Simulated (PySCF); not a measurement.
Cl4H3NTi, multiplicity 1. Atoms are numbered in the order given.

```xyz
9

Ti     0.0000     0.0000     0.0255
Cl     1.8824    -1.0868    -0.2839
Cl     0.0000     0.0000     2.2000
Cl     0.0000     2.1736    -0.2839
Cl    -1.8824    -1.0868    -0.2839
N      0.0000     0.0000    -2.2402
H      0.0000    -0.9555    -2.6003
H      0.8275     0.4778    -2.6003
H     -0.8275     0.4778    -2.6003
```
Charge 0, spin multiplicity 1.

The structure is a stationary point at ωB97X-D3(BJ)/def2-SVP. The multiplicity is an assumed one; other spin states were not compared.

Level of theory: PySCF with CAM-B3LYP/def2-TZVP.

Isolated molecule, no solvent.

**Question.** Estimate the frontier levels, gap, dipole moment and polarisability. (The exact figures need the calculation; the answer reports its results.)

**Answer.** 
| Property | Value |
|---|---|
| highest occupied level | -10.08 eV |
| lowest empty level | -2.24 eV |
| orbital gap | 7.84 eV |
| dipole moment | 5.08 D |
| quadrupole, principal values (traceless, Buckingham form, about the centre of nuclear charge) | -6.57, -6.57, 13.13 D·Å |
| mean static polarisability | 98.1 bohr³ (14.53 Å³) |
| polarisability, principal values | 96.5, 96.5, 101.1 bohr³ |
